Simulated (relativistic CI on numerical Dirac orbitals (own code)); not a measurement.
Method of calculation: Dirac-Coulomb-Breit CI, orbitals from a KLI potential per configuration, a model potential for QED, unscaled Slater integrals (own radial code, finite nucleus).

CI space (outside the closed core [Ne]): 3s²3p⁶3d, 3s²3p⁵3d², 3s3p⁶3d², 3s²3p⁶4s, 3s²3p⁶4p, 3s²3p⁶4d, 3s²3p⁵3d4s, 3s²3p⁶4f, 3s²3p⁵3d4p, 3s²3p⁵3d4d, 3s3p⁶3d4s, 3s²3p⁵3d4f, 3p⁶3d²4p, 3s3p⁶3d4p, 3s²3p⁶5s, 3s3p⁶3d4d, 3s²3p⁶5p, 3s3p⁶3d4f, 3s²3p⁶5d, 3s²3p⁶5f, 3s²3p⁶5g, 3p⁶3d³, 3p⁵3d⁴, 3p⁵3d³4s, 3p⁶3d²4s, 3p⁵3d²4s², 3p⁶3d²4d, 3p⁵3d³4d, 3p⁵3d²4s4d. Double excitations out of closed p, d and f shells are left out; levels of such configurations are missing from the list, as are those of other unlisted configurations, and high levels can miss mixing partners. These lack a partner that the ground configuration has and come out too high: 3s²3p⁵3d4p, 3s²3p⁵3d4f.

At this charge energies of transitions that change n are usually good to better than 1 %, and those within a shell (Δn = 0) to a few per cent.

Outline of the computed level scheme of Bi LXV. Lowest level of each configuration: 3s²3p⁶3d ²D3/2 at 0.00 eV; 3s²3p⁵3d² ⁴D°3/2 at 295.21 eV; 3s3p⁶3d² ⁴F3/2 at 1164.61 eV.

Some strong electric-dipole decays among the lowest 45 levels: 3s²3p⁵3d² ²D°3/2 → 3s²3p⁶3d ²D3/2 (1.4e+13 s⁻¹); 3s²3p⁵3d² ²P°3/2 → 3s²3p⁶3d ²D5/2 (9.5e+12 s⁻¹); 3s²3p⁵3d² ²D°5/2 → 3s²3p⁶3d ²D5/2 (9.5e+12 s⁻¹); 3s²3p⁵3d² ²F°7/2 → 3s²3p⁶3d ²D5/2 (8.2e+12 s⁻¹); 3s²3p⁵3d² ²P°1/2 → 3s²3p⁶3d ²D3/2 (7.2e+12 s⁻¹); 3s3p⁶3d² ⁴F3/2 → 3s²3p⁵3d² ⁴D°3/2 (4.4e+12 s⁻¹); 3s3p⁶3d² ⁴F3/2 → 3s²3p⁵3d² ⁴F°5/2 (4.1e+12 s⁻¹); 3s3p⁶3d² ⁴F3/2 → 3s²3p⁵3d² ⁴D°1/2 (2.9e+12 s⁻¹).

LS names give the leading component of a level, which can be under half, so a name can repeat, a term be missing and a line seem to break the LS rules.
